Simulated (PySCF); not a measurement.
Compound: C₆H₁₂N (doublet state).
Atom-mapped SMILES: `[CH2:1][C@H:2]1[CH2:3][CH2:4][N:5]1[CH2:6][CH3:7]` (hydrogens: H8, H9 on C1; H10 on C2; H11, H12 on C3; H13, H14 on C4; H15, H16 on C6; H17, H18, H19 on C7)

Structure used (GFN2-xTB), in Å, numbered top down from 1:
```xyz
19
C6H12N angstrom
C     -1.130    1.893   -0.302
C     -1.136    0.716    0.549
C     -1.993   -0.489    0.053
C     -0.688   -1.226   -0.240
N      0.056   -0.180    0.448
C      1.302    0.280   -0.107
C      2.410   -0.714    0.227
H     -1.189    2.881    0.110
H     -0.916    1.797   -1.350
H     -1.310    0.985    1.595
H     -2.614   -0.271   -0.811
H     -2.593   -0.936    0.840
H     -0.459   -1.304   -1.311
H     -0.566   -2.208    0.223
H      1.519    1.254    0.341
H      1.255    0.410   -1.202
H      2.204   -1.677   -0.236
H      2.471   -0.854    1.303
H      3.366   -0.348   -0.138
```

The hyperfine couplings belong to this conformer and change with its torsions.

Computed, not measured: UKS B3LYP, pcH-1 on C H N, non-relativistic, mean-field spin-orbit, GIAO in PySCF. Geometry: GFN2-xTB, one conformer, isolated molecule. A GFN2-xTB geometry isn't a minimum of the functional, and hyperfine couplings can be far from their values at a DFT geometry. No stability test was run, so a lower SCF solution isn't excluded.

Task: The isotropic 13C couplings are +85.6, +75.9, -35.6, +4.4, -3.2 MHz. Assign them to C1; C2; C3; C4; C6.

Result: 
| site | a_iso (MHz) | ρ(0) (bohr⁻³) | position | distance from C1 (Å) | spin population | largest \|T\| (MHz) |
| --- | --- | --- | --- | --- | --- | --- |
| C1 | +85.6 | +0.0761 | largest spin population | 0.00 | +1.03 | 154.0 |
| C2 | -35.6 | -0.0317 | 1 bond from C1 | 1.45 | -0.09 | 3.7 |
| C3 | +75.9 | +0.0675 | 2 bonds from C1 | 2.56 | +0.06 | 11.8 |
| C4 | -3.2 | -0.0028 | 3 bonds from C1 | 3.15 | 0.00 | 1.3 |
| C6 | +4.4 | +0.0039 | 3 bonds from C1 | 2.92 | 0.00 | 1.4 |

ρ(0) is the spin density at the nucleus and T the dipolar tensor; entries for several nuclei are means. Largest spin populations (Mulliken): C1 (+1.03), C2 (-0.09) and N5 (+0.08). No atom but C1 exceeds +0.15. The positive populations add up to 1.18 and the negative ones to -0.18, together 2S = 1. The angles at C1 add up to 359.4°, so it is planar; its axial dipolar tensor and the negative couplings of its protons fit spin in a p orbital normal to that plane.

Class means assume fast exchange of nuclei equivalent by connectivity; if that motion is slow, each nucleus keeps its own coupling.
